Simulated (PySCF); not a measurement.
Mo (molybdenum, neutral) across methods

[Kr] 4d4 5s1 5p1, one real determinant (an excited configuration). Calculation: PySCF 2.14, in x2c-QZVPPall (13s8p7d3f2g, 111 functions); scalar relativity by spin-free X2C-1e.

```csv
method,E (hartree),mean ε 4d α (eV),mean ε 5s α (eV),mean ε 5p α (eV),Σ⟨r²⟩ (bohr²),⟨S²⟩
BLYP,-4048.38,-7.439,-6.018,-2.308,68.67,12.000
r2SCAN,-4048.27,-8.114,-6.516,-2.666,67.05,12.002
PW91,-4048.58,-7.795,-6.323,-2.595,67.81,12.001
PBE,-4047.87,-7.752,-6.258,-2.559,67.91,12.001
wB97X,-4048.33,-11.326,-8.772,-4.633,68.12,12.001
PBE0,-4047.95,-9.245,-7.066,-3.208,67.52,12.001
LDA,-4043.52,-7.778,-6.451,-2.621,67.47,12.000
```

(1) Estimate the same row for UHF.

⟨L²⟩ = 8.01 against 12 for a pure F term, so this real determinant mixes terms.

Results:

(1) E (hartree) = -4046.13616; mean ε 4d α (eV) = -12.814; mean ε 5s α (eV) = -9.274; mean ε 5p α (eV) = -4.876; Σ⟨r²⟩ (bohr²) = 67.51; ⟨S²⟩ = 12.003.
